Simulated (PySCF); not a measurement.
Zn₂F⁺ (triplet). Level of theory: PySCF, UB3LYP, basis F def2-SVP, Zn def2-SVP (no relativity, density fitting).

Harmonic bands of its minimum:

```tsv
ω (cm⁻¹)	IR (km/mol, summed over degenerate members)	degeneracy
54	12.7	2
228	0.0	1
550	274	1
```

Problem. The central atom is F. Infer the point group and assign the bands.

Solution. D∞h. The modes span πu + σg+ + σu+: 54 πu, 228 σg+, 550 σu+. The computed geometry has F–Zn 1.916 Å (×2); Zn–F–Zn 180.0°.

Other isomers or separated fragments may lie lower.
